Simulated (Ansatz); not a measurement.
Correlation energies of AlB₂ClH₄Si, SMILES `[SiH3][B]1[AlH][B]1Cl` by basis set

Cartesian coordinates in Å:
```
Si -0.133 -1.133 -1.022
B 0.645 0.595 -0.632
Al -0.359 0.311 1.091
B 0.975 1.836 0.106
Cl 1.405 3.298 0.892
H -1.194 -1.237 -2.057
H -0.939 -1.417 0.297
H 0.749 -2.326 -1.104
H -1.150 0.072 2.431
```

Total charge 0; spin multiplicity 1. The structure was optimised at the PBE0-D4/def2-TZVP level. Frozen core, restricted reference, Ansatz. CBS rows extrapolate triple and quadruple zeta; past MP2 they add the triple-zeta difference.

| basis | HF (Eh) | MP2 corr. |
| --- | --- | --- |
| def2-SVP | -1041.62568 | -0.48121 |
| def2-TZVPP | -1042.02599 | -0.60545 |
| def2-QZVPP | -1042.05636 | -0.65125 |

Estimate the CCSD correlation energy and the (T) correction in each basis where they were run (hartree).


```
     basis  CCSD corr.       (T)
  def2-SVP    -0.53001  -0.02329
def2-TZVPP    -0.65368  -0.03591
 CBS(def2)    -0.73342     as TZ
```
